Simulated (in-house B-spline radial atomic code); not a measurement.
Ionising Ga5+ with different functionals

Computed with a B-spline radial code for spherical atoms: non-relativistic Hamiltonian, point nucleus, spin-polarised at highest spin, spherical fractional occupations for the functionals, and exact exchange of hybrids averaged over the configuration. The ionisation energy is the difference of two self-consistent energies, [Ar] 3d8 → [Ar] 3d7, without Breit or QED terms; ε is the level of the shell that loses the electron (its least bound occupied spin orbital). There is no spin-orbit coupling in this Hamiltonian.

```json
{"method": "PBE0", "rung": "global hybrid", "ΔSCF (eV)": "113.51", "-ε(3d) (eV)": "104.35"}
{"method": "B3LYP", "rung": "global hybrid", "ΔSCF (eV)": "?", "-ε(3d) (eV)": "?"}
{"method": "TPSSh", "rung": "global hybrid", "ΔSCF (eV)": "113.49", "-ε(3d) (eV)": "101.86"}
{"method": "M06-2X", "rung": "global hybrid", "ΔSCF (eV)": "113.24", "-ε(3d) (eV)": "108.87"}
{"method": "BHandHLYP", "rung": "global hybrid", "ΔSCF (eV)": "113.18", "-ε(3d) (eV)": "108.17"}
{"method": "r2SCAN0", "rung": "global hybrid", "ΔSCF (eV)": "113.39", "-ε(3d) (eV)": "104.37"}
{"method": "B97-1", "rung": "global hybrid", "ΔSCF (eV)": "113.57", "-ε(3d) (eV)": "103.73"}
{"method": "HSE06", "rung": "range-separated hybrid", "ΔSCF (eV)": "113.46", "-ε(3d) (eV)": "103.88"}
{"method": "wB97X", "rung": "range-separated hybrid", "ΔSCF (eV)": "113.26", "-ε(3d) (eV)": "106.31"}
{"method": "CAM-B3LYP", "rung": "range-separated hybrid", "ΔSCF (eV)": "?", "-ε(3d) (eV)": "?"}
{"method": "LC-wPBE", "rung": "range-separated hybrid", "ΔSCF (eV)": "113.75", "-ε(3d) (eV)": "106.20"}
```

Question: What does CAM-B3LYP give?

Answer: ΔSCF 113.66 eV, and -ε(3d) = 105.74 eV.

Question: What does B3LYP give?

Answer: ΔSCF 113.71 eV, and -ε(3d) = 103.72 eV.

Question: Among the functionals, which spreads more, the ΔSCF values or the orbital energies?

Answer: The orbital energies: ΔSCF values span about 0.56 eV and the orbital energies 7.01 eV; here energy differences depend much less on the functional than eigenvalues do.

Question: How do they compare with the NIST value?

Answer: NIST lists 113 eV ± 1.1 (tabulated theory, ground level to ground level). Errors run from +0.48 to +1.05 eV; all lie within about twice that uncertainty, so the table can't rank the methods.
